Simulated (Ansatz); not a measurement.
`FC(F)[C@H](F)[C@@H](F)C(F)(F)F` + H–F → `FC(F)C(F)(F)F` + `FCC(F)F`  (substitution at a C–C bond)

Computed with Ansatz on PBE0-D4/def2-TZVP structures; ΔE is electronic, products minus reactants. CCSD(T)/CBS is the MP2 limit (def2-TZVPP, def2-QZVPP) plus CCSD(T) − MP2 in def2-TZVPP, frozen cores. This one scheme is used for every species. DFT in def2-TZVPP. Each species was taken in one conformer, which may not be the lowest.

```tsv
species	PBE energy (Eh)
`FC(F)[C@H](F)[C@@H](F)C(F)(F)F`	-852.65836
H–F	-100.39340
`FC(F)C(F)(F)F`	-575.72892
`FCC(F)F`	-377.31852
```

Work out ΔE.

ΔE = (-575.72892) + (-377.31852) − (-852.65836) − (-100.39340) = 0.00432 Eh = +0.12 eV. CCSD(T)/CBS gives +0.34 eV.

What do rigid-rotor, harmonic-oscillator terms from PBE0-D4/def2-TZVP frequencies (298.15 K, 1 bar) make of the CCSD(T)/CBS value? (An estimate is asked.)

Ansatz gave: ΔZPE = +0.07 eV, ΔH = +0.37 eV, ΔS = 33 J/(mol·K), ΔG = +0.27 eV. Modes under 50 cm⁻¹ make the entropy rough.

Largest T1 diagnostic among the species: 0.012.

From BLYP to BHLYP (50 % exact exchange), in def2-TZVPP and without D4, ΔE moves by +0.09 eV. At CCSD(T), def2-SVP lies −0.12 eV from the extrapolated value and def2-TZVPP −0.04 eV.
